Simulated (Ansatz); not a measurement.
Geometry optimisation, Ansatz, DFT PBE-D3(BJ), scalar-relativistic, plane waves, PAW.

input.yaml

```yaml
crystal:
  lattice:
    - [5.727565, 0.0, 0.0]
    - [4.295674, 7.440325, 0.0]
    - [0.0, 0.0, 17.676537]
  atoms:
    - { symbol: Al, position: [0.1666667, 0.1111111, 0.0565722] }
    - { symbol: Al, position: [0.6666667, 0.1111111, 0.0565722] }
    - { symbol: Al, position: [0.1666667, 0.4444444, 0.0565722] }
    - { symbol: Al, position: [0.6666667, 0.4444444, 0.0565722] }
    - { symbol: Al, position: [0.1666667, 0.7777778, 0.0565722] }
    - { symbol: Al, position: [0.6666667, 0.7777778, 0.0565722] }
    - { symbol: Al, position: [-0.1666667, 0.2222222, 0.1888531] }
    - { symbol: Al, position: [0.3333333, 0.2222222, 0.1888531] }
    - { symbol: Al, position: [-0.1666667, 0.5555556, 0.1888531] }
    - { symbol: Al, position: [0.3333333, 0.5555556, 0.1888531] }
    - { symbol: Al, position: [-0.1666667, 0.8888889, 0.1888531] }
    - { symbol: Al, position: [0.3333333, 0.8888889, 0.1888531] }
    - { symbol: Al, position: [0.0, 0.0, 0.321134] }
    - { symbol: Al, position: [0.5, 0.0, 0.321134] }
    - { symbol: Al, position: [0.0, 0.3333333, 0.321134] }
    - { symbol: Al, position: [0.5, 0.3333333, 0.321134] }
    - { symbol: Al, position: [0.0, 0.6666667, 0.321134] }
    - { symbol: Al, position: [0.5, 0.6666667, 0.321134] }
    - { symbol: W, position: [0.3358475, 0.8838573, 0.4580386] }
basis:
  ecutwfc: 420.0
kpoints:
  mp_grid: { grid: [4, 3, 1] }
hamiltonian:
  xc: pbe
  dispersion: d3bj
  pseudopotentials: { kind: paw, azcp: { folder: soft_1 } }
scf:
  occupations: { method: gaussian, width: 0.1 }
  lower_state_search: "off"
relax:
  f_tol: 0.03
  max_steps: 60
  adjacent_minimum: "off"
  constraints: [{ sites: [0, 1, 2, 3, 4, 5] }]
```

Launched with:

```bash
$ ansatz run input.yaml --threads 2 --pin off --max-ram 5120MiB --backend cpu --events-out ev --progress --plain --runs-dir out
```

Task: Where does it end, and by what steps?

Result: The forces met the threshold. The force dipped under the threshold on the way, but the program's further checks kept it going. Limits of this set-up: coarse k mesh, thin slab, slab without dipole correction. After 13 steps the energy has fallen by 2.389 eV; W19 moved furthest, 0.97 Å. Joined: Al17–W19 (4.08 → 2.65 Å).

| step | energy less start (eV) | largest force component (eV/Å) | accepted |
| --- | --- | --- | --- |
| 0 | 0.0000 | 4.241 | yes |
| 1 | -0.9477 | 3.743 | yes |
| 2 | -1.6272 | 1.921 | yes |
| 3 | -1.9119 | 0.314 | yes |
| 4 | -2.0617 | 0.158 | yes |
| 5 | -2.1253 | 0.173 | yes |
| 6 | -2.1781 | 0.295 | yes |
| 7 | -2.2649 | 0.375 | yes |
| 8 | -2.3269 | 0.143 | yes |
| 9 | -2.3636 | 0.113 | yes |
| 10 | -2.3826 | 0.135 | yes |
| 11 | -2.3877 | 0.088 | yes |
| 12 | -2.3888 | 0.018 | yes |
| 13 | -2.3888 | 0.018 | yes |

```xyz
19
Lattice="5.7276 0.0000 0.0000 4.2957 7.4403 0.0000 0.0000 0.0000 17.6765" Properties=species:S:1:pos:R:3
Al 1.432 0.827 1.000
Al 4.296 0.827 1.000
Al 2.864 3.307 1.000
Al 5.728 3.307 1.000
Al 4.296 5.787 1.000
Al 7.159 5.787 1.000
Al -0.033 1.679 3.247
Al 2.814 1.650 3.310
Al 1.453 4.120 3.321
Al 4.291 4.159 3.345
Al 2.797 6.588 3.355
Al 5.668 6.616 3.378
Al -0.241 0.284 5.484
Al 2.801 -0.006 5.703
Al 1.445 2.400 5.662
Al 4.201 2.599 5.563
Al 3.350 5.186 6.024
Al 6.093 4.792 5.682
W 5.284 6.539 7.226
```

Whether the end is a true minimum wasn't checked by a vibrational analysis.

Run time: 2.1 min on 2 threads of Arm Neoverse V1, with other jobs on the host, peak memory 0.93 GiB.
